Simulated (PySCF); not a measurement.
# Electron correlation in S⁻ (sulfur, charge -1)

[Ne] 3s2 3p5, 2P determinant. Calculation: PySCF 2.14, in aug-cc-pVTZ-DK; scalar relativity by spin-free X2C-1e. Frozen: [Ne]; 7 electrons correlated.

```json
{"level": "CCSD", "correlation energy (mhartree)": "-177.21"}
{"level": "(T)", "correlation energy (mhartree)": "-8.03"}
{"level": "CCSD(T)", "correlation energy (mhartree)": "-185.24"}
```

Diagnostics: T1 = 0.010, D1 = 0.0262, largest double amplitude 0.037.

Q: Is a single reference adequate?

A: Yes: T1 lies below 0.03 and no double amplitude reaches 0.07.
